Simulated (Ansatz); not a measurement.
# What each rung costs, and what it gives

Saddle point of GeSi2H9O, doublet (Si₂H₆O ([SiH3][O][SiH3]) + GeH₃ → Si₂H₅O ([SiH2][O][SiH3]) + GeH₄; bonds formed: H1–Ge5; bonds broken: H1–Si2), PBE0-D4/def2-TZVP structure:

H1  (-0.156, -0.079, -1.373)
Si2  (0.764, -1.580, -0.720)
O3  (0.966, -1.046, 0.814)
Si4  (0.449, -0.087, 2.032)
Ge5  (-1.033, 1.396, -1.470)
H6  (-0.117, -2.783, -0.714)
H7  (2.107, -1.921, -1.270)
H8  (1.269, -0.380, 3.232)
H9  (-0.983, -0.350, 2.327)
H10  (0.610, 1.343, 1.655)
H11  (-1.860, 1.387, -2.769)
H12  (-0.043, 2.574, -1.486)
H13  (-1.974, 1.525, -0.258)
(Å)

Barriers are electronic and count from the start structure reached by relaxing down the imaginary mode. Spin–orbit coupling is left out.

Program: Ansatz 0.2.0. Basis: as named in each row. Cores are frozen in the correlated methods; orbitals are unrestricted. Filled d shells of the heavier atoms are correlated. The def2 sets are not built for correlating such inner shells, so the correlated values are less sure here. B3LYP uses VWN-RPA correlation. Extrapolation: Hartree–Fock as exp(−7.88 √X), correlation as X^−2.97.

Times are rough, for one single point on 4 threads of a shared host (AMD EPYC 7R13), with one NVIDIA H100 (or a share of it) where marked.

The estimate by CCSD(T) at an estimated basis limit (MP2 extrapolated from triple and quadruple zeta, plus CCSD(T) − MP2 in triple zeta) is 14.88 kcal/mol.

| method | basis | time (s) | barrier (kcal/mol) | method less estimate |
| --- | --- | --- | --- | --- |
| HF | STO-3G | under 1 | 16.83 | 1.95 |
| PBE-D4 | STO-3G | 1 | -3.92 | -18.81 |
| SPW92 | def2-SVP | 1 | 3.10 | -11.79 |
| PBE-D4 | def2-SVP | 2 | 6.54 | -8.34 |
| B3LYP-D4 | 6-31G | 2 | 6.17 | -8.71 |
| SPW92 | def2-TZVPP | 2 | 3.83 | -11.06 |
| PBE0-D4 | def2-SVP | 3 | 9.85 | -5.04 |
| PBE-D4 | def2-TZVPP | 4 | 7.23 | -7.66 |
| BLYP-D4 | def2-TZVPP | 4 | 8.66 | -6.23 |
| CCSD(T) | def2-SVP | 7 (H100) | 17.22 | 2.33 |
| r2SCAN-D4 | def2-TZVPP | 9 | 10.03 | -4.86 |
| B3LYP-D4 | def2-TZVPP | 9 | 11.12 | -3.76 |
| wB97M-V | def2-SVP | 10 | 14.72 | -0.17 |
| BHLYP-D4 | def2-TZVPP | 10 | 14.88 | 0.00 |
| RPA on PBE | def2-TZVPP | 10 | 14.93 | 0.04 |
| MP2 | def2-QZVPP | 11 (H100) | 16.31 | 1.43 |
| PBE0-D4 | def2-TZVPP | 11 | 10.40 | -4.48 |
| B2PLYP | def2-TZVPP | 12 | 13.33 | -1.56 |
| PBE-QIDH | def2-TZVPP | 12 | 14.03 | -0.86 |
| CAM-B3LYP-D4 | def2-TZVPP | 13 | 12.94 | -1.94 |
| r2SCAN0-D4 | def2-TZVPP | 14 | 12.25 | -2.63 |
| B97M-V | def2-TZVPP | 15 | 8.84 | -6.04 |
| CCSD(T) | def2-TZVPP | 17 (H100) | 15.30 | 0.41 |
| wB97X-V | def2-TZVPP | 19 | 13.65 | -1.24 |
| wB97M-V | def2-TZVPP | 21 | 15.54 | 0.65 |

All methods are single points on the PBE0-D4 structures; a negative value means that the method puts the saddle structure below the start.

The T1 diagnostic stays at or below 0.014. ⟨S²⟩ of the unrestricted Hartree–Fock references: 0.75 to 0.78 (a pure state has 0.75).

Radical steps of this kind take place in plasma deposition and etching.

Labels in which every atom is bracketed show which atoms are joined, not bond orders.
